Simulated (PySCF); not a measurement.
Screening by computed properties: pick the candidate that meets the target.

Species are written as SMILES; each is one conformer at its optimised geometry, gas phase, non-relativistic unless stated; the electronic structure was computed with PySCF and density fitting.

The conformers computed, where there is a choice (atom-mapped SMILES and torsion angles):
- `[CH3:1][O:2][SiH2:3][c:4]1[cH:5][cH:6][cH:7][cH:8][cH:9]1`: C1–O2–Si3–C4 180°, O2–Si3–C4–C5 1°
- `[NH2:1][c:2]1[cH:3][cH:4][cH:5][n:6][c:7]1[S:8][SiH3:9]`: N6–C7–S8–Si9 0°, H–N1–C2–C3 -21°, H–N1–C2–C3 -168°
- `[CH3:1][CH2:2][C:3]#[C:4][C@@H:5]1[SiH2:6][C@@H:7]1[SiH2:8][Cl:9]`: Si6–C7–Si8–Cl9 97°
- `[CH2:1]=[CH:2]/[CH:3]=[C:4](\[F:5])[Si@@H:6]([CH3:7])[PH2:8]`: C1–C2–C3–C4 180°, C3–C4–Si6–C7 -128°, H–P8–Si6–C4 -175°, H–P8–Si6–C4 -82°
- `[CH3:1][C:2]#[C:3][C@@H:4]1[CH2:5][C@:6]1([SiH3:7])[CH:8]=[O:9]`: C5–C6–C8–O9 149°

Question: Wanted: HOMO–LUMO gap above 6.3 eV (PBE0/pcSseg-1) and dipole moment above 1 D (PBE0/pcSseg-1), at GFN2-xTB geometries. Which candidate meets both?
A. `CC#C[C@@H]1C[C@]1([SiH3])C=O`
B. `CO[SiH2]C1=CC=CC=C1`
C. `Nc1cccnc1S[SiH3]`
D. `C=C/C=C(\F)[Si@@H](C)P`
E. `CCC#C[C@@H]1[SiH2][C@@H]1[SiH2]Cl`

Answer: A. Computed values:
| species | HOMO–LUMO gap | dipole moment |
| --- | --- | --- |
| Nc1cccnc1S[SiH3] | 5.00 eV | 4.39 D |
| C=C/C=C(\F)[Si@@H](C)P | 5.63 eV | 1.47 D |
| CCC#C[C@@H]1[SiH2][C@@H]1[SiH2]Cl | 6.25 eV | 2.19 D |
| CC#C[C@@H]1C[C@]1([SiH3])C=O | 6.38 eV | 3.14 D |
| CO[SiH2]C1=CC=CC=C1 | 6.86 eV | 0.75 D |
